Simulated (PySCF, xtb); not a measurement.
H₉NSi₄, SMILES N1[SiH2][SiH2][SiH2][SiH2]1.

xtb with GFN2-xTB at its own geometry gives an orbital gap of 3.55 eV and a dipole moment of 0.45 D.

Geometry optimised at B3LYP-D3(BJ)/def2-SVP. The geometry has at least one imaginary mode, so it is a saddle point at that level. This is a generated structure with no PubChem entry under its InChIKey; it may be hypothetical.

Problem. What does PBE/def2-TZVP in PySCF give? (An estimate is asked for; the answer gives what the named calculation found.)

Solution. gap 4.61 eV (levels -6.14 and -1.52 eV), dipole 0.73 D.
